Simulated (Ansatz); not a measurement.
Basis-set extrapolation for C2H8AlNS (PBE0-D4/def2-TZVP geometry, frozen core, Ansatz 0.2.0). Multiplicity 1, RHF reference.

```json
{"": "HF", "def2-TZVPP": "-774.389960", "def2-QZVPP": "-774.414750"}
{"": "MP2 correlation", "def2-TZVPP": "-0.806914", "def2-QZVPP": "-0.865986"}
{"": "CCSD(T) correlation", "def2-TZVPP": "-0.905558", "def2-QZVPP": "not run"}
```

Energies in hartree. Use E(X) = E(∞) + A·exp(−7.88·√X) for Hartree–Fock and E(X) = E(∞) + B·X^(−2.97) for correlation, with X = 3 and 4, and add CCSD(T) minus MP2 of the smaller set to the MP2 limit.

Problem. What is the CCSD(T) energy at the basis-set limit?

Solution. HF limit: -774.414750 + (-0.024790) × 0.13774 = -774.41816. MP2 limit: -0.865986 + (-0.059072) × 0.74074 = -0.90974. Higher-order term: -0.905558 − (-0.806914) = -0.09864. Total: -775.42654 hartree, 344.0 kJ/mol below CCSD(T)/def2-TZVPP.
